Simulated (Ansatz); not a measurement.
Calculated with Ansatz (gas phase, PBE0-D4/def2-TZVP geometries, no zero-point term in ΔE). CCSD(T)/CBS is the MP2 limit (def2-TZVPP, def2-QZVPP) plus CCSD(T) − MP2 in def2-TZVPP, frozen cores. This one scheme is used for every species. One conformer a species, not always the lowest.

Reaction (ligand exchange at the Si–Cl bond): `N[SiH](Cl)N[SiH3]` + NH₃ → `N[SiH](N)N[SiH3]` + HCl

| species | HF/def2-QZVPP energy (Eh) |
| --- | --- |
| `N[SiH](Cl)N[SiH3]` | -1150.61776 |
| NH₃ | -56.22439 |
| `N[SiH](N)N[SiH3]` | -746.71147 |
| HCl | -460.11222 |

(1) Work out ΔE.

Largest T1 diagnostic among the species: 0.010.

Results:

(1) ΔE = (-746.71147) + (-460.11222) − (-1150.61776) − (-56.22439) = 0.01846 Eh = +0.50 eV. CCSD(T)/CBS gives +0.51 eV.
